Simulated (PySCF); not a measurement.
Argon: a sound run and one with changed settings

Sound run: Ar+ [Ne] 3s2 3p5, Ar(2+) [Ne] 3s2 3p4. All numbers are calculated (PySCF 2.14, the non-relativistic Hamiltonian (point nucleus), in def2-TZVP (5s5p2d1f, 37 functions)). In the sound run the correlated levels freeze [Ne]. The sound run starts from symmetry-adapted Hartree-Fock orbitals and uses a fine grid where one is needed.

A second run was set up differently.

```tsv
species	method	sound run (hartree)	changed run (hartree)	converged
Ar+	UHF	-526.26721	-520.72694	yes
Ar+	M06-2X	-526.94207	-521.33329	yes
Ar+	M06-L	-526.94605	-521.31612	yes
Ar+	MP2	-526.42970	-520.72694	yes
Ar(2+)	UHF	-525.29800	-519.70618	yes
Ar(2+)	M06-2X	-525.92533	-520.26263	yes
Ar(2+)	M06-L	-525.93503	-520.24269	yes
Ar(2+)	MP2	-525.42519	-519.70618	yes
```

Ionisation energy of Ar+:

```
 method  sound run (eV)  changed run (eV)
    UHF          26.374            27.776
 M06-2X          27.667            29.134
  M06-L          27.511            29.210
    MP2          27.334            27.776
SCS-MP2          27.328            27.776
```

Q: What was changed?
A. minimal basis
B. a valence shell is frozen
C. level shift left on
D. angular grid far too coarse

A: A. It used basis STO-3G. A minimal basis cannot let orbitals breathe on ionisation and holds almost no correlation.
